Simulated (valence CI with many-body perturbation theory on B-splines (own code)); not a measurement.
# Forbidden lines of Mo18+

Computed by relativistic CI+MBPT: six valence electrons over a frozen Dirac-Fock core [Ar], radial functions for each j: 7 s, 7 p, 8 d, 6 f, 4 g, 1 h, with the one-electron correlation potential Σ1 (screened to all orders), the two-electron term Σ2, the three-electron term Σ3, Breit, model QED; selected single and double excitations, second order for the rest, scaled by the run's own slope (own B-spline code, finite nucleus).

No measured levels were compared; by estimate terms of the open shell hold to 2 to 4 % of their energy, and close levels can change places. Core correlation moves these levels by up to 9500 cm⁻¹, and in measured spectra 5 to 20 % of such shifts remained as error; rates that hang on mixing are uncertain with them. Among the levels kept, up to 710 cm⁻¹ of a level comes from second order outside the variational space, and about a tenth of that is noise between levels of different J, which matters for small intervals. Only levels of the ground parity were solved; by the run's estimate the other parity begins above the list, which can be wrong where configurations are misplaced.

Lines 1 to 50 of 120 in falling wavelength, among levels below 46.031 eV, chosen from the decays that carry over 1 % of a level's rate. Wavelengths and rates use the calculated energies, so an error of 2000 cm⁻¹ moves a line at 994.1 nm by 20 % and its rate by three times that or more. S is in atomic units (e²a₀⁴ for E2 and M2, e²a₀⁶ for E3), for M1 in squared Bohr magnetons. Weak lines are less certain than strong ones. Lines between different terms over intervals too small for the method are left out, as are lines whose strength nearly cancels. Intervals below about 2000 cm⁻¹, as at the head of this list, are uncertain by tens of per cent.

Names give the largest LS component (configuration and term), which can be under half, so a name can repeat, a term be missing and a line seem to break the LS rules; names also repeat where a configuration has a term twice. Letters in brackets count levels of one name in rising energy.

```tsv
λ vac (nm)	Upper	Lower	Type	A (s⁻¹)	S (a.u.)
5324	3d⁶ ⁵D_0	3d⁶ ⁵D_1	M1	9.62e-01	5.38e+00
2899	3d⁶ ⁵D_2	3d⁶ ⁵D_3	M1	2.21e+00	9.98e+00
1607	3d⁶ ⁵D_1	3d⁶ ⁵D_2	M1	1.95e+01	9.02e+00
1550	3d⁶ ³G_3	3d⁶ ³G_4	M1	6.45e+00	6.23e+00
1210	3d⁶ ³D_1	3d⁶ ³D_2	M1	1.61e+01	3.17e+00
994.1	3d⁶ ³H_5	3d⁶ ³F_4 [a]	M1	1.23e+01	4.93e+00
906.8	3d⁶ ³G_5	3d⁶ ³H_4	M1	9.90e+00	3.01e+00
641.7	3d⁶ ³G_4	3d⁶ ³H_4	M1	1.04e+01	9.18e-01
625.7	3d⁶ ⁵D_3	3d⁶ ⁵D_4	M1	1.36e+02	8.63e+00
568.7	3d⁶ ³D_1	3d⁶ ³P_1 [a]	M1	5.93e+01	1.21e+00
566.5	3d⁶ ³F_2 [a]	3d⁶ ³P_2 [a]	M1	6.32e+00	2.13e-01
535.0	3d⁶ ³H_4	3d⁶ ³H_5	M1	6.11e+01	3.12e+00
475.2	3d⁶ ³F_3 [a]	3d⁶ ³F_4 [a]	M1	1.33e+02	3.69e+00
453.8	3d⁶ ³G_3	3d⁶ ³H_4	M1	2.21e+01	5.37e-01
440.3	3d⁶ ³D_1	3d⁶ ³P_0 [a]	M1	3.84e+01	3.64e-01
429.3	3d⁶ ³G_4	3d⁶ ³F_3 [a]	M1	1.65e+01	4.35e-01
416.0	3d⁶ ¹G_4 [a]	3d⁶ ³G_3	M1	3.02e+01	7.25e-01
412.5	3d⁶ ³P_0 [b]	3d⁶ ³D_1	M1	4.18e+01	1.09e-01
386.7	3d⁶ ¹D_2 [a]	3d⁶ ³D_1	M1	2.58e+01	2.77e-01
375.8	3d⁶ ³G_3	3d⁶ ³F_2 [a]	M1	1.29e+02	1.77e+00
368.5	3d⁶ ³D_2	3d⁶ ³F_2 [a]	M1	2.04e+01	1.90e-01
353.7	3d⁶ ¹D_2 [a]	3d⁶ ³D_3	M1	7.50e+01	6.15e-01
347.8	3d⁶ ³H_4	3d⁶ ³F_4 [a]	M1	4.27e+02	5.99e+00
338.8	3d⁶ ³P_1 [b]	3d⁶ ¹D_2 [a]	M1	2.79e+01	1.20e-01
336.5	3d⁶ ³G_5	3d⁶ ³H_5	M1	1.41e+02	2.19e+00
336.2	3d⁶ ³G_3	3d⁶ ³F_3 [a]	M1	1.79e+02	1.76e+00
330.3	3d⁶ ³D_2	3d⁶ ³F_3 [a]	M1	8.49e+01	5.67e-01
321.2	3d⁶ ³P_1 [b]	3d⁶ ³P_0 [b]	M1	2.61e+02	9.64e-01
313.7	3d⁶ ³G_5	3d⁶ ³H_6	M1	3.06e+02	3.85e+00
305.4	3d⁶ ¹F_3	3d⁶ ³D_3	M1	1.75e+01	1.29e-01
303.1	3d⁶ ³D_3	3d⁶ ³F_2 [a]	M1	1.46e+01	1.06e-01
293.0	3d⁶ ¹D_2 [a]	3d⁶ ³D_2	M1	3.08e+01	1.44e-01
291.7	3d⁶ ³G_4	3d⁶ ³H_5	M1	1.72e+02	1.42e+00
288.6	3d⁶ ¹D_2 [a]	3d⁶ ³G_3	M1	5.94e+01	2.65e-01
285.5	3d⁶ ³F_4 [b]	3d⁶ ¹F_3	M1	1.72e+02	1.34e+00
285.3	3d⁶ ¹G_4 [a]	3d⁶ ³G_5	M1	1.31e+02	1.02e+00
282.0	3d⁶ ³P_1 [a]	3d⁶ ³P_2 [a]	M1	1.15e+03	2.86e+00
276.8	3d⁶ ³D_3	3d⁶ ³F_3 [a]	M1	7.15e+01	3.93e-01
259.1	3d⁶ ¹F_3	3d⁶ ³D_2	M1	3.10e+01	1.40e-01
255.6	3d⁶ ¹F_3	3d⁶ ³G_3	M1	6.71e+00	2.91e-02
239.1	3d⁶ ³P_0 [b]	3d⁶ ³P_1 [a]	M1	9.82e+02	4.97e-01
230.2	3d⁶ ¹D_2 [a]	3d⁶ ³P_1 [a]	M1	1.48e+02	3.35e-01
225.9	3d⁶ ³G_3	3d⁶ ³P_2 [a]	M1	1.63e+01	4.88e-02
225.5	3d⁶ ³G_4	3d⁶ ³F_4 [a]	M1	3.40e+00	1.30e-02
223.3	3d⁶ ³D_2	3d⁶ ³P_2 [a]	M1	1.25e+02	2.58e-01
222.8	3d⁶ ³P_2 [a]	3d⁶ ⁵D_1	M1	3.14e+02	6.45e-01
219.4	3d⁶ ¹F_3	3d⁶ ³G_4	M1	7.22e+01	1.98e-01
217.0	3d⁶ ¹G_4 [a]	3d⁶ ³H_4	M1	7.61e+02	2.59e+00
212.7	3d⁶ ¹I_6	3d⁶ ³H_5	M1	1.41e+02	6.55e-01
208.3	3d⁶ ³F_4 [a]	3d⁶ ⁵D_3	M1	4.99e+01	1.51e-01
```
